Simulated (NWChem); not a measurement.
System: CH$_{4}$Se$_{2}$; SMILES C[Se][SeH]

NWChem input:

```
start job
memory heap 200 mb stack 900 mb global 1100 mb
geometry units angstroms noautoz
  Se    -0.444438    -0.936826     0.024421
  C      1.387129    -1.661942     0.010910
  H      1.278081    -2.761071     0.107936
  H      1.960136    -1.268016     0.869784
  H      1.893868    -1.420714    -0.941432
  Se     0.007535     1.366081     0.040601
  H      0.094699     1.554049    -1.438937
end
basis spherical
  * library sto-3g
end
dft
  xc hfexch
  iterations 150
  mulliken
end
task dft energy
```

NWChem printed, in part:

```
             Northwest Computational Chemistry Package (NWChem) 7.3.0
             --------------------------------------------------------

 C1  symmetry detected

                             Geometry "geometry" -> ""
                             -------------------------

 Output coordinates in angstroms (scale by  1.889725989 to convert to a.u.)

  No.       Tag          Charge          X              Y              Z
 ---- ---------------- ---------- -------------- -------------- --------------
    1 Se                  34.0000    -0.43609499    -0.94237129     0.00799351
    2 C                    6.0000     1.38908863    -1.68351381     0.01309017
    3 H                    1.0000     1.26940261    -2.78171167     0.10809957
    4 H                    1.0000     1.95649423    -1.29522909     0.87822896
    5 H                    1.0000     1.90787346    -1.44607384    -0.93370189
    6 Se                  34.0000     0.03584631     1.35647116     0.03072708
    7 H                    1.0000     0.14015289     1.54470168    -1.44766787

 Effective nuclear repulsion energy (a.u.)     412.5528679735

  xc_inp: hfexch multiplicative factor not found.

                                 NWChem DFT Module
                                 -----------------

 Summary of "ao basis" -> "ao basis" (spherical)
 ------------------------------------------------------------------------------
       Tag                 Description            Shells   Functions and Types
 ---------------- ------------------------------  ------  ---------------------
 Se                          sto-3g                  8       18   4s3p1d
 C                           sto-3g                  3        5   2s1p
 H                           sto-3g                  1        1   1s

            General Information
            -------------------
          SCF calculation type: DFT
          Wavefunction type:  closed shell.
          No. of atoms     :     7
          No. of electrons :    78
           Alpha electrons :    39
            Beta electrons :    39
          Charge           :     0
          Spin multiplicity:     1
          Use of symmetry is: off; symmetry adaption is: off
          Maximum number of iterations: 150
          AO basis - number of functions:    45
                     number of shells:    23
          Convergence on energy requested:  1.00D-06
          Convergence on density requested:  1.00D-05
          Convergence on gradient requested:  5.00D-04

              XC Information
              --------------
                     Hartree-Fock (Exact) Exchange  1.000

      Superposition of Atomic Density Guess
      -------------------------------------

 Sum of atomic energies:       -4786.06640357

      Non-variational initial energy
      ------------------------------

 Total energy =   -4786.091403
 1-e energy   =   -7529.854103
 2-e energy   =    2331.209832
 HOMO         =      -0.127911
 LUMO         =       0.159368

     ---------------------------------------------
      Total Density - Mulliken Population Analysis
     ---------------------------------------------

    Atom       Charge   Shell Charges
 -----------   ------   -------------------------------------------------------
    1 Se  34    34.14   2.00  2.00  6.00  2.00  5.98  1.87  4.31 10.00
    2 C    6     5.98   1.99  1.32  2.67
    3 H    1     0.95   0.95
    4 H    1     0.95   0.95
    5 H    1     0.95   0.95
    6 Se  34    34.16   2.00  2.00  6.00  2.00  5.98  1.86  4.33 10.00
    7 H    1     0.86   0.86

   convergence    iter        energy       DeltaE   RMS-Dens  Diis-err
 ---------------- ----- ----------------- --------- --------- ---------
 d= 0,ls=0.0,diis     1  -4786.8274500734 -5.20D+03  1.11D-02  1.15D-01
 d= 0,ls=0.0,diis     2  -4786.8548331641 -2.74D-02  2.47D-03  1.10D-02
 d= 0,ls=0.0,diis     3  -4786.8565936505 -1.76D-03  7.45D-04  4.10D-04
 d= 0,ls=0.0,diis     4  -4786.8567175231 -1.24D-04  1.19D-04  7.29D-06
 d= 0,ls=0.0,diis     5  -4786.8567200646 -2.54D-06  3.04D-05  2.45D-07
 d= 0,ls=0.0,diis     6  -4786.8567201979 -1.33D-07  9.19D-06  1.19D-08

         Total DFT energy =    -4786.856720197864
      One electron energy =    -7526.854796583304
           Coulomb energy =     2507.149846916373
    Exchange-Corr. energy =     -179.704638504426
 Nuclear repulsion energy =      412.552867973492

 Numeric. integr. density =        0.000000000000

                       DFT Final Molecular Orbital Analysis
                       ------------------------------------

 Vector   37  Occ=2.000000D+00  E=-3.337778D-01
              MO Center= -2.7D-01,  1.8D-01,  1.1D-01, r^2= 3.5D+00
   Bfn.  Coefficient  Atom+Function         Bfn.  Coefficient  Atom+Function
  ----- ------------  ---------------      ----- ------------  ---------------
    38      0.592536  6 Se py                12     -0.459771  1 Se py
    11     -0.374548  1 Se px                10      0.271763  1 Se s
    36      0.235022  6 Se s                 39      0.210250  6 Se pz
    13      0.188318  1 Se pz                34     -0.176785  6 Se py
    37     -0.165120  6 Se px                 8      0.138602  1 Se py

 Vector   38  Occ=2.000000D+00  E=-2.741256D-01
              MO Center= -3.0D-02,  8.4D-01,  6.2D-02, r^2= 2.5D+00
   Bfn.  Coefficient  Atom+Function         Bfn.  Coefficient  Atom+Function
  ----- ------------  ---------------      ----- ------------  ---------------
    37      0.911983  6 Se px                13      0.290647  1 Se pz
    33     -0.256250  6 Se px                11     -0.218011  1 Se px
    21      0.181313  2 C  px                10      0.178961  1 Se s
    38     -0.122987  6 Se py                20     -0.105698  2 C  s
    22     -0.084621  2 C  py                29      0.083010  6 Se px

 Vector   39  Occ=2.000000D+00  E=-2.645932D-01
              MO Center= -2.6D-01, -6.0D-01, -5.3D-02, r^2= 2.4D+00
   Bfn.  Coefficient  Atom+Function         Bfn.  Coefficient  Atom+Function
  ----- ------------  ---------------      ----- ------------  ---------------
    13      0.933891  1 Se pz                37     -0.278374  6 Se px
     9     -0.261269  1 Se pz                45      0.181449  7 H  s
    36     -0.167279  6 Se s                 39     -0.158064  6 Se pz
    25     -0.128107  4 H  s                 26      0.108042  5 H  s
    38     -0.098242  6 Se py                12      0.093416  1 Se py

 Vector   40  Occ=0.000000D+00  E= 2.395738D-01
              MO Center= -1.9D-01,  1.9D-01,  3.4D-02, r^2= 2.6D+00
   Bfn.  Coefficient  Atom+Function         Bfn.  Coefficient  Atom+Function
  ----- ------------  ---------------      ----- ------------  ---------------
    12      0.890990  1 Se py                38      0.879083  6 Se py
    10      0.334698  1 Se s                 36     -0.319451  6 Se s
     8     -0.225328  1 Se py                34     -0.221394  6 Se py
    37      0.192230  6 Se px                11      0.169304  1 Se px
    24      0.099425  3 H  s                  4      0.072880  1 Se py

 Vector   41  Occ=0.000000D+00  E= 3.751610D-01
              MO Center=  4.4D-01, -1.2D+00,  7.9D-03, r^2= 1.7D+00
   Bfn.  Coefficient  Atom+Function         Bfn.  Coefficient  Atom+Function
  ----- ------------  ---------------      ----- ------------  ---------------
    11      0.883565  1 Se px                21      0.744393  2 C  px
    20     -0.641086  2 C  s                 10      0.441991  1 Se s
    22     -0.354602  2 C  py                12     -0.314967  1 Se py
     7     -0.211737  1 Se px                19      0.120283  2 C  s
    38      0.105476  6 Se py                37     -0.093572  6 Se px

 Vector   42  Occ=0.000000D+00  E= 4.042476D-01
              MO Center=  9.2D-02,  1.4D+00, -8.2D-01, r^2= 1.6D+00
   Bfn.  Coefficient  Atom+Function         Bfn.  Coefficient  Atom+Function
  ----- ------------  ---------------      ----- ------------  ---------------
    45      1.073925  7 H  s                 39      0.972972  6 Se pz
    36     -0.530715  6 Se s                 35     -0.226103  6 Se pz
    12      0.097600  1 Se py                13     -0.097388  1 Se pz
    11      0.076729  1 Se px                10      0.073805  1 Se s
    31      0.072973  6 Se pz                38     -0.060856  6 Se py

     ---------------------------------------------
      Total Density - Mulliken Population Analysis
     ---------------------------------------------

    Atom       Charge   Shell Charges
 -----------   ------   -------------------------------------------------------
    1 Se  34    33.97   2.00  2.00  6.00  2.00  5.97  1.88  4.12 10.00
    2 C    6     6.24   1.99  1.24  3.00
    3 H    1     0.92   0.92
    4 H    1     0.92   0.92
    5 H    1     0.93   0.93
    6 Se  34    34.01   2.00  2.00  6.00  2.00  5.97  1.88  4.17 10.00
    7 H    1     1.01   1.01

     -------------------------------------------
      Total Density - Lowdin Population Analysis
     -------------------------------------------

    Atom       Charge   Shell Charges
 -----------   ------   -------------------------------------------------------
    1 Se  34    33.96   2.00  2.00  6.00  2.00  5.95  1.84  4.18 10.00
    2 C    6     6.14   1.99  1.08  3.08
    3 H    1     0.96   0.96
    4 H    1     0.96   0.96
    5 H    1     0.96   0.96
    6 Se  34    33.99   2.00  2.00  6.00  2.00  5.95  1.82  4.22 10.00
    7 H    1     1.03   1.03

     Multipole analysis of the density
     ---------------------------------

     L   x y z        total         alpha         beta         nuclear
     -   - - -        -----         -----         ----         -------
     0   0 0 0     -0.000000    -39.000000    -39.000000     78.000000

     1   1 0 0      0.563282      0.281641      0.281641     -0.000000
     1   0 1 0     -0.250254     -0.125127     -0.125127     -0.000000
     1   0 0 1     -0.437402     -0.218701     -0.218701     -0.000000

[...]
```

Level: Hartree-Fock/STO-3G. All runs use the structure optimised with PBE-D3(BJ)/def2-SVP.
